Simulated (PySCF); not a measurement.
BrHZn. Atoms are numbered in the order given.

```xyz
3

Zn     0.0000     0.0000    -1.1744
H      0.0000     0.0000    -2.6982
Br     0.0000     0.0000     1.0837
```

Geometry optimised at B3LYP-D3(BJ)/def2-TZVP.

Method: PBE0/pcSseg-2 (PySCF).

GIAO shieldings, no solvent; atoms alike by connectivity are averaged. δ = σ(ref) − σ: ¹H against TMS (σ = 31.54 ppm), references at their B3LYP-D3(BJ)/def2-TZVP geometries, non-relativistic (without spin–orbit terms, shifts of atoms bonded to Cl or Br come out too high).

Computed chemical shifts:
```
nucleus  atoms  count  δ (ppm)
-------  -----  -----  -------
¹H          H2      1     4.82
```
